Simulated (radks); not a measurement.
The numbers below are computed, except where a source is named.
Spherical quantum dot in the effective-mass picture: electrons in a parabolic well V = omega^2 r^2 / 2 with omega = 4.42, all in effective atomic units (hartree* = m*/eps^2 hartree, bohr* = eps/m* bohr), one dielectric constant everywhere. Level of theory: non-relativistic Kohn-Sham, r2SCAN, spin-polarised, spherical densities, generalised Kohn-Sham scheme (a radial shooting solver with Libxc functionals). Levels are named by radial order and angular momentum (1s, 1p, 1d, 2s, ...), and open shells are averaged over m.

N = 22, configuration 1s2 1p6 1d10 2s2 1f(up 2, down 0). This is the lowest configuration that the search found. Occupied and some empty levels:

| level | occupation | eigenvalue (hartree*) | <r> (bohr*) |
|---|---|---|---|
| 1s up | 1 | 29.187 | 0.6837 |
| 1s down | 1 | 29.211 | 0.6800 |
| 1p up | 3 | 31.997 | 0.8760 |
| 1p down | 3 | 32.057 | 0.8726 |
| 1d up | 5 | 35.041 | 1.016 |
| 1d down | 5 | 35.131 | 1.014 |
| 2s up | 1 | 35.428 | 0.9078 |
| 2s down | 1 | 35.501 | 0.9094 |
| 1f up | 2 | 38.301 | 1.130 |
| 1f down | 0 | 38.412 | 1.129 |
| 2p up | 0 | 38.911 | 1.031 |
| 2p down | 0 | 38.982 | 1.031 |
| 1g up | 0 | 41.743 | 1.229 |
| 1g down | 0 | 41.872 | 1.228 |
| 2d up | 0 | 42.479 | 1.146 |
| 2d down | 0 | 42.567 | 1.144 |

Energy (hartree*): total 528.906, kinetic 109.68, external 213.16, Hartree 228.61, exchange-correlation -22.545.
